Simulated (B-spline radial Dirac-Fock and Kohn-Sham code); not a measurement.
# Elastic and transport cross sections of thallium for positrons

Level of theory: relativistic (Dirac) partial waves in the static field of the Dirac-Fock atom, without polarisation or absorption potentials; a radial finite-basis atomic code. Below a few hundred eV the neglected polarisation potential matters, most of all at small angles. σ_tr1 and σ_tr2 weight the cross section with 1 − P₁ and 1 − P₂ of cos θ; "backward" is the share scattered beyond 90°.

```csv
energy (eV),σ (a₀²),σ_tr1 (a₀²),σ_tr2 (a₀²),σ/σ_tr1,backward (%)
108,21.1,4.58,7.63,4.60,6.5
112,20.8,4.48,7.47,4.65,6.4
417,13.0,1.81,3.18,7.20,3.7
682,10.7,1.22,2.22,8.78,2.9
806,10.0,1.06,1.95,9.44,2.6
982,?,?,?,?,?
1260,8.33,0.718,1.35,11.6,2.0
1510,7.71,0.610,1.16,12.6,1.8
2260,6.43,0.419,0.809,15.4,1.4
2590,6.03,0.367,0.714,16.4,1.3
2850,5.77,0.335,0.654,17.2,1.3
8190,3.37,0.109,0.228,31.0,0.56
34700,1.48,0.0170,0.0395,86.8,0.14
49500,1.19,0.0102,0.0244,117,0.093
72000,0.953,0.00589,0.0144,162,0.060
85300,0.863,0.00457,0.0113,189,0.048
```

Task: Fill in the row for 982 eV.

Result: σ = 9.25 a₀², σ_tr1 = 0.896 a₀², σ_tr2 = 1.67 a₀², σ/σ_tr1 = 10.3, backward 2.3 %. The ratio σ/σ_tr1 is roughly the number of elastic collisions that randomise the direction.

Values without a named source are computed, but for edge energies of neutral atoms, which are taken from tables.
